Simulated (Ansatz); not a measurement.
Basis sets compared for Ga₅N₄H₁₆⁻, a cluster cut from zinc blende GaN (hydrogen-capped). Charge -1, multiplicity 1. Geometry PBE-D4/def2-SVP. Ansatz on 2 threads of AMD EPYC 7R13 on a shared host and a share (18 GiB) of an NVIDIA H100 80GB HBM3; times are rough, and most runs start from earlier orbitals.

```xyz
25

Ga    0.912   -1.952    1.188
Ga    0.259    1.219    2.119
Ga    1.847    0.602   -0.759
Ga   -0.594   -1.332   -1.980
Ga   -1.245    1.841   -1.054
N     1.397   -0.035    1.095
N    -0.676   -2.071   -0.082
N    -1.387    1.405    0.931
N     0.071    0.510   -1.699
H     0.315   -2.343    2.625
H     2.047   -2.875    0.553
H    -0.291    0.552    3.471
H     0.909    2.674    2.191
H     2.841   -0.454   -1.437
H     2.305    2.134   -0.677
H     0.476   -2.230   -2.750
H    -2.116   -1.342   -2.486
H    -0.664    3.325   -1.133
H    -2.711    1.555   -1.639
H     2.311    0.013    1.575
H    -0.870   -3.077   -0.187
H    -1.516   -1.706    0.389
H    -1.936    2.173    1.342
H    -1.989    0.578    1.054
H     0.306    0.836   -2.651
```

Single mean-field runs in def2-TZVP are fitted with def2-universal-jkfit.

```tsv
level	functions	energy (Eh)	HOMO (eV)	LUMO (eV)	wall time
PBE-D4/def2-SVP	296	-9850.0461	-2.39	2.42	12 s
PBE0-D4/def2-SVP	296	-9850.2830	-3.62	3.23	12 s
```

Problem. Estimate the rows for PBE-D4/def2-TZVP (with forces), PBE0-D4/def2-TZVP.

Solution. 
| level | functions | energy (Eh) | HOMO (eV) | LUMO (eV) | wall time |
| --- | --- | --- | --- | --- | --- |
| PBE-D4/def2-TZVP (with forces) | 460 | -9851.5428 | -2.51 | 2.03 | 9.5 s |
| PBE0-D4/def2-TZVP | 460 | -9851.7684 | -3.71 | 2.81 | 5.5 s |
